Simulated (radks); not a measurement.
The numbers below are computed, except where a source is named.
Problem. The table gives one normalised radial function P(r) = r R(r) of Ca15+ in [He] 2s2 2p1 (r in bohr). Code: a radial shooting solver on a logarithmic mesh with Libxc functionals. Model: non-relativistic Kohn-Sham, exchange-only B88, spin-polarised, spherical densities, point nucleus; open shells are filled with parallel spins first.

| r | P |
|---|---|
| 0.003883 | 0.0043 |
| 0.004819 | 0.0065 |
| 0.006029 | 0.0101 |
| 0.007483 | 0.0153 |
| 0.009287 | 0.0232 |
| 0.01162 | 0.0355 |
| 0.01442 | 0.0532 |
| 0.01804 | 0.0803 |
| 0.02239 | 0.1186 |
| 0.02779 | 0.1732 |
| 0.03477 | 0.2533 |
| 0.04315 | 0.3597 |
| 0.05398 | 0.5073 |
| 0.067 | 0.6902 |
| 0.08315 | 0.9127 |
| 0.104 | 1.1751 |
| 0.1291 | 1.4355 |
| 0.1615 | 1.6713 |
| 0.2005 | 1.8134 |
| 0.2488 | 1.8186 |
| 0.3113 | 1.6435 |
| 0.3863 | 1.3166 |
| 0.4833 | 0.8921 |
| 0.5998 | 0.5068 |
| 0.7444 | 0.2285 |
| 0.9314 | 0.0738 |
| 1.156 | 0.0172 |
| 1.446 | 0.0024 |
| 1.795 | 0.0002 |
| 2.228 | 0.0000 |

Which n and l does it have? It may be an empty orbital.

Solution. n = 2, l = 1: the number of nodes gives n - l - 1 = 0, the rise at small r (about r^(l+1)) gives l, and the extent must fit the shell. The curve is that of 2p down; the table hardly tells the two spins apart. 2p down (empty): eigenvalue -919.78 eV, 0 radial nodes, <r> = 0.285 bohr, 90 % of the charge inside 0.460 bohr.
